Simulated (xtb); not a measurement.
C$_{5}$H$_{7}$, doublet, at a GFN2-xTB geometry, atoms displaced at random by about 0.02 Å a coordinate; GFN2-xTB in xtb 6.7.1.

Input for xtb:
```
$ xtb mol.xyz --gfn 2 --uhf 1 --opt --input xcontrol --json

# file mol.xyz
12

C     -0.00217192     0.04164139     0.05165396
C      0.04567061     0.72362864     1.33262427
C     -0.02836940    -0.72714727     1.32479879
C      0.69580570    -0.00132050    -1.28014795
C     -0.78217218     0.09283879    -1.19953888
H      0.72211627     1.45213720     1.74186122
H     -1.00598999    -1.16011437     1.60102781
H      0.83207914    -1.31647918     1.61742311
H      1.22330313    -0.88085229    -1.54072456
H      1.21306542     0.91088107    -1.58595190
H     -1.32869572    -0.87660809    -1.43954610
H     -1.28440686     1.01332553    -1.50717406

# file xcontrol
$opt
  engine=lbfgs
$end
```

Question: What does xtb print? Leave out banner, timings and long lists.

Answer: 
```
   ID    Z sym.   atoms
    1    6 C      1-5
    2    1 H      6-12

           -------------------------------------------------
          |                Calculation Setup                |
           -------------------------------------------------

           -------------------------------------------------
          |                 G F N 2 - x T B                 |
           -------------------------------------------------

          ...................................................
          :                      SETUP                      :
          :.................................................:
          :  # basis functions                  27          :
          :  # atomic orbitals                  27          :
          :  # shells                           17          :
          :  # electrons                        27          :
          :  max. iterations                   250          :
          :  Hamiltonian                  GFN2-xTB          :
          :  restarted?                      false          :
          :  GBSA solvation                  false          :
          :  PC potential                    false          :
          :  electronic temp.          300.0000000     K    :
          :  accuracy                    1.0000000          :
          :  -> integral cutoff          0.2500000E+02      :
          :  -> integral neglect         0.1000000E-07      :
          :  -> SCF convergence          0.1000000E-05 Eh   :
          :  -> wf. convergence          0.1000000E-03 e    :
          :  Broyden damping             0.4000000          :
          :  net charge                          0          :
          :  unpaired electrons                  1          :
          ...................................................

 iter      E             dE          RMSdq      gap      omega  full diag
   1    -14.3303185 -0.143303E+02  0.286E+00    7.50       0.0  T
   2    -14.3463460 -0.160274E-01  0.172E+00    7.28       1.0  T
   3    -14.3464730 -0.127055E-03  0.626E-01    7.63       1.0  T
   4    -14.3470292 -0.556207E-03  0.241E-01    7.35       1.0  T
   5    -14.3474603 -0.431034E-03  0.472E-02    7.47       1.0  T
   6    -14.3474611 -0.874644E-06  0.257E-02    7.47       1.1  T
   7    -14.3474622 -0.101395E-05  0.187E-03    7.47      15.5  T
   8    -14.3474622 -0.936111E-08  0.873E-04    7.47      33.1  T
   9    -14.3474622 -0.836234E-09  0.326E-04    7.47      88.4  T

   *** convergence criteria satisfied after 9 iterations ***

         :::::::::::::::::::::::::::::::::::::::::::::::::::::
         ::                     SUMMARY                     ::
         :::::::::::::::::::::::::::::::::::::::::::::::::::::
         :: total energy             -14.114013711091 Eh    ::
         :: gradient norm              0.078546304644 Eh/a0 ::
         :: HOMO-LUMO gap              7.470353259686 eV    ::
         ::.................................................::
         :: SCC energy               -14.347455780637 Eh    ::
         :: -> isotropic ES            0.002183275138 Eh    ::
         :: -> anisotropic ES          0.003117090501 Eh    ::
         :: -> anisotropic XC          0.010164080877 Eh    ::
         :: -> dispersion             -0.005935317368 Eh    ::
         :: repulsion energy           0.233442069546 Eh    ::
         :: add. restraining           0.000000000000 Eh    ::
         :: total charge              -0.000000000000 e     ::
         :::::::::::::::::::::::::::::::::::::::::::::::::::::

      -----------------------------------------------------------
     |                       L-ANC optimizer                     |
      -----------------------------------------------------------
          low memory version by Sebastian Ehlert

          ...................................................
          :                      SETUP                      :
          :.................................................:
[...]
 * total energy  :   -14.1190988 Eh     change       -0.5085094E-02 Eh
 * total energy  :   -14.1198799 Eh     change       -0.7810597E-03 Eh
 * total energy  :   -14.1199273 Eh     change       -0.4747929E-04 Eh
 * total energy  :   -14.1199508 Eh     change       -0.2345942E-04 Eh
 * total energy  :   -14.1199568 Eh     change       -0.6000234E-05 Eh
 * total energy  :   -14.1199582 Eh     change       -0.1438440E-05 Eh
   *** GEOMETRY OPTIMIZATION CONVERGED AFTER 6 CYCLES ***
         :: total energy             -14.119958242462 Eh    ::
[...]
        18                          0.1020685               2.7774
        19                          0.1297953               3.5319
        20                          0.1838801               5.0036
        21                          0.2116414               5.7591
        22                          0.2305124               6.2726
        23                          0.2714625               7.3869
        24                          0.3130243               8.5178
        25                          0.3450880               9.3903
       ...                                ...                  ...
        27                          0.5547497              15.0955
      -------------------------------------------------------------
                  HL-Gap            0.2680824 Eh            7.2949 eV
             Fermi-level           -0.2686243 Eh           -7.3096 eV

     #   Z          covCN         q      C6AA      α(0)
     1   6 C        3.911     0.032    19.972     6.352
     2   6 C        2.885    -0.088    30.206     9.010
     3   6 C        3.805    -0.063    21.715     6.634
     4   6 C        3.805    -0.067    21.775     6.643
     5   6 C        3.805    -0.064    21.720     6.635
     6   1 H        0.927     0.036     2.503     2.474
     7   1 H        0.925     0.038     2.473     2.459
     8   1 H        0.925     0.024     2.671     2.556
     9   1 H        0.926     0.037     2.485     2.465
    10   1 H        0.926     0.036     2.498     2.472
    11   1 H        0.926     0.038     2.479     2.462
    12   1 H        0.926     0.040     2.450     2.448

 Mol. C6AA /au·bohr⁶  :       1223.712424
 Mol. C8AA /au·bohr⁸  :      27922.791540
 Mol. α(0) /au        :         52.608780

Wiberg/Mayer (AO) data.
largest (>0.10) Wiberg bond orders for each atom

 ---------------------------------------------------------------------------
     #   Z sym  total        # sym  WBO       # sym  WBO       # sym  WBO
 ---------------------------------------------------------------------------
     1   6 C    3.928 --     2 C    1.132     3 C    0.938     5 C    0.927
                             4 C    0.914
     2   6 C    3.298 --     1 C    1.132     3 C    1.022     6 H    0.971
     3   6 C    3.938 --     2 C    1.022     7 H    0.962     8 H    0.961
                             1 C    0.938
     4   6 C    3.939 --     5 C    0.978    10 H    0.978     9 H    0.974
                             1 C    0.914
     5   6 C    3.941 --     4 C    0.978    11 H    0.977    12 H    0.975
                             1 C    0.927
     6   1 H    0.999 --     2 C    0.971
     7   1 H    0.998 --     3 C    0.962
     8   1 H    0.999 --     3 C    0.961
     9   1 H    0.999 --     4 C    0.974
    10   1 H    0.999 --     4 C    0.978
    11   1 H    0.999 --     5 C    0.977
    12   1 H    0.998 --     5 C    0.975
 ---------------------------------------------------------------------------

Topologies differ in total number of bonds
Writing topology from bond orders to xtbtopo.mol

molecular dipole:
                 x           y           z       tot (Debye)
 q only:       -0.006      -0.078      -0.194
   full:        0.144      -0.163      -0.239       0.821
molecular quadrupole (traceless):
                xx          xy          yy          xz          yz          zz
 q only:        0.187       0.241       0.044       0.136      -0.343      -0.231
  q+dip:        0.252       0.975       1.161       0.936      -0.351      -1.413
   full:        0.583       0.686       0.725       0.758      -0.564      -1.307

optimized geometry written to: xtbopt.xyz

           -------------------------------------------------
          | TOTAL ENERGY              -14.119958242462 Eh   |
          | GRADIENT NORM               0.000286289166 Eh/α |
          | HOMO-LUMO GAP               7.294894677084 eV   |
           -------------------------------------------------

normal termination of xtb
```
